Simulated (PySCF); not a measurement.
Ionisation energy of Mo(24+) by level of theory

Mo(24+) [Ar] (1S) → Mo(25+) [Ne] 3s2 3p5 (2P), as a difference of total energies. All numbers are calculated (PySCF 2.14, the non-relativistic Hamiltonian (point nucleus), in an even-tempered Gaussian basis (17 s from 2.9 bohr⁻², ratio 2.5; 11 p from 3.8 bohr⁻², ratio 2.5; 5 d from 19 bohr⁻², ratio 2.7; 4 f from 28 bohr⁻², ratio 2.7)). Correlated levels: outer shells: 1s2 frozen; virtual orbitals above 40 to 60 times the deepest correlated orbital energy dropped. The calculations carry no spin-orbit coupling.

| method | ionisation energy (eV) |
| --- | --- |
| UHF | 1260.2 |
| LDA | 1261.6 |
| PBE | 1261.6 |
| PBE0 | 1261.7 |
| r2SCAN | 1262.1 |
| M06 | 1262.3 |
| TPSSh | 1261.7 |
| MP2 (outer shells) | 1261.1 |
| SCS-MP2 (outer shells) | 1260.9 |

A first-order spin-orbit estimate (lowest level to lowest level, LS coupling) adds -6.606 eV.

All relativistic terms are absent from these numbers, so their closeness to the reference says little about the methods.

For comparison: 1263 ± 4 eV (semi-empirical (NIST evaluation); NIST Atomic Spectra Database, ionization energies).
